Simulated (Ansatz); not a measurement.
`[SiH3][SiH2][CH2][InH2]` and `CC[SiH2][SiH3]` differ in one atom or group.

Ansatz, PBE0-D4/def2-TZVP geometries, multiplicity 1. Each molecule was computed in one conformer, which needn't be the lowest.

Elements past krypton have def2 core potentials.

```csv
property,`[SiH3][SiH2][CH2][InH2]`
zero-point energy (PBE0-D4/def2-TZVP) / kJ/mol,209.4
HOMO–LUMO gap (PBE0/def2-TZVPP) / eV,6.06
size of the dipole moment (B3LYP/def2-TZVPP) / D,0.92
HOMO–LUMO gap (ωB97M-V/def2-TZVPP) / eV,9.66
LUMO energy (PBE/def2-TZVPP) / eV,-2.07
LUMO energy (ωB97M-V/def2-TZVPP) / eV,0.17
```

Q: Give the same properties after the change, and the shifts. (Best estimate.)

A: Ansatz gave: 
```tsv
property	`CC[SiH2][SiH3]`	shift
zero-point energy (PBE0-D4/def2-TZVP) / kJ/mol	280.8	71.4
HOMO–LUMO gap (PBE0/def2-TZVPP) / eV	8.10	2.04
size of the dipole moment (B3LYP/def2-TZVPP) / D	1.04	0.12
HOMO–LUMO gap (ωB97M-V/def2-TZVPP) / eV	11.80	2.14
LUMO energy (PBE/def2-TZVPP) / eV	-0.67	1.40
LUMO energy (ωB97M-V/def2-TZVPP) / eV	1.79	1.62
```

With PBE0 the HOMO falls by 0.57 eV and the LUMO rises by 1.47 eV, so the gap widens by about 2.04 eV. PBE moves the HOMO by -0.53 eV and ωB97M-V by -0.53 eV. The zero-point energy changes by 71.4 kJ/mol with +3 modes. Dipoles are sizes alone; their direction can turn.

Positive LUMOs are unbound, so they and the gaps depend on the basis.

B3LYP here is the variant with VWN-RPA as its local correlation; programs differ in this.
